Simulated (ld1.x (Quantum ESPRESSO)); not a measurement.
## Before and after: RRKJ potential for hafnium (Hf)

ld1.x (Quantum ESPRESSO) 7.5 input, shortened:

```
&input
   title='Hf', zed=72., rel=1, dft='PBE', iswitch=3,
   config='[Xe] 4f14 5d2 6s2 6p0'
 /
 &inputp
   pseudotype=2, tm=.false., rho0=0.02, lloc=0,
   nlcc=.true.
 /
3
6P  2  1   0.00   0.00  4.00  4.00  0.0
5D  3  2   2.00   0.00  2.90  2.90  0.0
6S  1  0   2.00   0.00  3.15  3.15  0.0
 &test
   configts(1)='5d2 6s2 6p0'
 /
```

Change: core correction a·sin(br)/r model core inside 2.44 bohr.

Cutoffs: the cutoffs (Ry, on a coarse ladder) from which the occupation-weighted sum of valence levels, in a spherical-Bessel basis at the reference potential, stays within 10 and 1 mRy of its value at 400 Ry; they do not see the model core or the augmentation charge, which bear on the density cutoff. Errors are all-electron minus pseudo energies relative to the spin-unpolarised reference configuration.

Q: Predict the effect on cutoff, ghosts and configuration errors.

A: The potential gets neither clearly harder nor softer (18 Ry and 18 Ry → 18 Ry and 18 Ry); of the 7 tests that both files solve, the error grows in 0 and shrinks in 6 by more than 15 % and 0.3 meV (median size 49.8 → 30.0 meV); neither file shows a bound ghost. The default core radius of the base comes out at 1.96 bohr. A wider model core is smoother and lowers the density cutoff, which this test does not measure.

| quantity | base | changed |
| --- | --- | --- |
| cutoff, loose | 18 Ry | 18 Ry |
| cutoff, tight | 18 Ry | 18 Ry |
| bound ghosts | none | none |
| error for 5d2 6s1 6p0, meV [ΔE 7.98 eV] | -7.7 | -3.8 |
| error for 5d2 6s0 6p0, meV [ΔE 22.16 eV] | -54 | -26 |
| error for 5d1 6s0 6p0, meV [ΔE 43.95 eV] | -269 | -180 |
| error for 5d1 6s2 6p0, meV [ΔE 6.50 eV] | -27 | +0.1 |
| error for 5d2 6s0 6p2, meV [ΔE 7.86 eV] | -50 | -46 |
| error for 5d2 6s0 6p1, meV [ΔE 12.65 eV] | -42 | -33 |
| error for 5d1 6s2 6p1, meV [ΔE 1.96 eV] | -66 | -30 |
| s: phases at 4.34 bohr within 0.05 rad from the reference energy up to (Ry; the scan ends near 5) | 0.8 | 0.8 |
| p: phases at 4.34 bohr within 0.05 rad from the reference energy up to (Ry; the scan ends near 5) | 1.4 | 1.4 |
| d: phases at 4.34 bohr within 0.05 rad from the reference energy up to (Ry; the scan ends near 5) | 0.5 | 0.5 |
